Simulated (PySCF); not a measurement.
H₆NSi₂, SMILES [SiH2]N[SiH3] (connectivity only; charge and spin as stated), charge +1, multiplicity 1. Atoms are numbered in the order given.

```xyz
9

Si     0.1528     1.5936     0.0000
N     -0.6013     0.1194     0.0000
Si     0.1326    -1.5692     0.0000
H      1.6215     1.6067     0.0000
H     -0.6642     2.8155     0.0000
H     -1.6291     0.1364     0.0000
H     -0.3506    -2.2184     1.2348
H      1.5862    -1.3000     0.0000
H     -0.3506    -2.2184    -1.2348
```
Charge +1, spin multiplicity 1.

Geometry: TPSSh-D3(BJ)/def2-SVP. The spin state was assumed, not searched. The isomer is the one that the SMILES or the coordinates give; other isomers of the formula were not compared.

All values below come from ωB97X/def2-TZVPD run with PySCF.

Isolated molecule, no solvent.

Computed frontier levels, gap, dipole moment and polarisability:
```
Item                                                               Value
------------------------------------------------  ----------------------
highest occupied level                                         -16.18 eV
lowest empty level                                              -5.63 eV
orbital gap                                                     10.55 eV
dipole moment about the centre of nuclear charge                  3.64 D
mean static polarisability                          54.1 bohr³ (8.01 Å³)
polarisability, principal values                  44.3, 49.9, 67.9 bohr³
```
